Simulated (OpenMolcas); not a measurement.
Ag2+ (d9) in a complex was computed by CASSCF with the d shell active (OpenMolcas, ANO-RCC-VDZP on the metal). Its lowest spin-free states, and all those of the highest spin:

```tsv
2S+1	Degeneracy	E (cm-1)
2	2	0.0
2	2	6140
2	1	7229
```

Is the site octahedral, tetrahedral or cube-like, axial, or of lower symmetry?

The states with 2S+1 = 2 have orbital degeneracies 2, 2, 1. There are pairs but no triples, so the site is axial: not cubic, but with a proper or improper axis of order three or more. The run had Ag2+ with 6 ligands (oxide) in trigonal antiprismatic coordination (D3d) at 2.32 Å, a polar angle of 59.7° against the regular 54.74°. A charge of +1.67 e stands 2.6 Å behind each ligand. Ligand basis ANO-RCC-VDZP.

An orbital doublet at a regular site is open to a Jahn-Teller distortion, which this geometry leaves out. The oxide ions are held by bare point charges, a crude embedding. With metal d orbitals alone the field can be off either way by tens of per cent. Ligand-to-metal charge-transfer states are missing. No measured value stands beside these numbers; the geometry was imposed, not optimised, and the real ion may take another.
